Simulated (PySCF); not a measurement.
Cl2H4N2Sn, SMILES [NH2][Sn]([Cl])([NH2])[Cl]. Geometry: PBE-D3(BJ)/def2-SVP. The structure was generated by enumeration; whether it is a known compound was not checked. The def2 effective core potentials stand for the cores of Sn; spin–orbit coupling is left out. One conformer was computed; it need not be the lowest.

Question: Give the equilibrium geometry at PBE-D3(BJ)/def2-SVP (PySCF confirms it by a frequency run) as a Z-matrix, and its point group. (The exact figures need the calculation; the answer reports its results.)

Answer: This is not unique; one that fits is point group C2.
```
Sn
N 1 2.0463
H 2 1.0306 1 109.10
H 2 1.0309 3 106.67 1 118.42
N 1 2.0463 2 109.39 3 -167.16
H 5 1.0306 1 109.10 2 -167.16
H 5 1.0309 6 106.67 1 118.42
Cl 1 2.3755 2 115.24 3 75.31
Cl 1 2.3755 2 104.64 3 -43.17
```
